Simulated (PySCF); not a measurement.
Assignment exercise: C5H11FO2Si

Geometry:
```json
{"atom": "C1", "x (Å)": "-2.883", "y (Å)": "0.087", "z (Å)": "1.065"}
{"atom": "C2", "x (Å)": "-2.145", "y (Å)": "-0.683", "z (Å)": "0.287"}
{"atom": "C3", "x (Å)": "-0.811", "y (Å)": "-1.238", "z (Å)": "0.658"}
{"atom": "Si4", "x (Å)": "0.566", "y (Å)": "-0.420", "z (Å)": "-0.354"}
{"atom": "F5", "x (Å)": "0.264", "y (Å)": "-0.696", "z (Å)": "-1.928"}
{"atom": "O6", "x (Å)": "1.939", "y (Å)": "-1.130", "z (Å)": "0.076"}
{"atom": "C7", "x (Å)": "3.253", "y (Å)": "-0.864", "z (Å)": "-0.349"}
{"atom": "O8", "x (Å)": "0.732", "y (Å)": "1.180", "z (Å)": "-0.198"}
{"atom": "C9", "x (Å)": "-0.174", "y (Å)": "2.216", "z (Å)": "-0.492"}
{"atom": "H10", "x (Å)": "-3.835", "y (Å)": "0.478", "z (Å)": "0.747"}
{"atom": "H11", "x (Å)": "-2.566", "y (Å)": "0.353", "z (Å)": "2.061"}
{"atom": "H12", "x (Å)": "-2.486", "y (Å)": "-0.933", "z (Å)": "-0.709"}
{"atom": "H13", "x (Å)": "-0.633", "y (Å)": "-1.091", "z (Å)": "1.722"}
{"atom": "H14", "x (Å)": "-0.805", "y (Å)": "-2.311", "z (Å)": "0.469"}
{"atom": "H15", "x (Å)": "3.504", "y (Å)": "0.183", "z (Å)": "-0.177"}
{"atom": "H16", "x (Å)": "3.358", "y (Å)": "-1.086", "z (Å)": "-1.412"}
{"atom": "H17", "x (Å)": "3.919", "y (Å)": "-1.504", "z (Å)": "0.229"}
{"atom": "H18", "x (Å)": "-1.115", "y (Å)": "2.064", "z (Å)": "0.038"}
{"atom": "H19", "x (Å)": "-0.372", "y (Å)": "2.253", "z (Å)": "-1.564"}
{"atom": "H20", "x (Å)": "0.284", "y (Å)": "3.151", "z (Å)": "-0.171"}
```

One averaged value for each set of equivalent atoms, no relativistic terms, isolated molecule, one computed conformer. PBE0/pcSseg-1 with gauge-including orbitals; geometry: GFN2-xTB; PySCF 2.14.0 with density-fitted response routines.

δ = σ(ref) − σ, references computed at the same level: ¹³C (σref 186.93) and ¹H (σref 31.72) against TMS.

Task: Assign these signals to the numbered atoms. ¹³C{¹H} NMR (computed): δ 143.6, 121.6, 54.4, 26.4.

Result: 
143.6 → C2, alkene CH: the olefinic region
121.6 → C1, terminal =CH2 carbon: the olefinic region
54.4 → C7/C9, methyl carbon bonded to O: deshielded by the electronegative neighbour
26.4 → C3, allylic sp3 CH2 bonded to Si

Task: Assign these signals to the numbered atoms. ¹H NMR (400 MHz, computed): δ 6.30 (m, 1H), 5.49 (m, 1H), 5.22 (m, 1H), 3.98 (s, 6H), 1.83 (m, 2H).

Result: 
6.30 → H12, hydrogen on an alkene CH: attached to an sp2 carbon and in the plane of the double bond
5.49 → H11, hydrogen on a terminal =CH2 carbon: olefinic region
5.22 → H10, hydrogen on a terminal =CH2 carbon
3.98 → H15/H16/H17/H18/H19/H20, hydrogen on a methyl carbon bonded to O: its carbon carries O, hence the downfield position
1.83 → H13/H14, hydrogen on an allylic sp3 CH2 bonded to Si: allylic position

Splittings by ¹⁹F in the carbon and heteronuclear signals aren't shown, as no couplings were computed. Shifts are as computed. Against solution values, carbons near 30 ppm lie about +3 ppm off and those near 130 ppm about +5 ppm. Of 1211 compounds with measured shifts, 218 miss one by over three times the rms of a fit or turn the order of signals round; such compounds aren't used in these exercises. Multiplicities follow the n + 1 count of equivalent neighbours, as no J values were calculated; m marks all less simple cases, F and P coupling included.
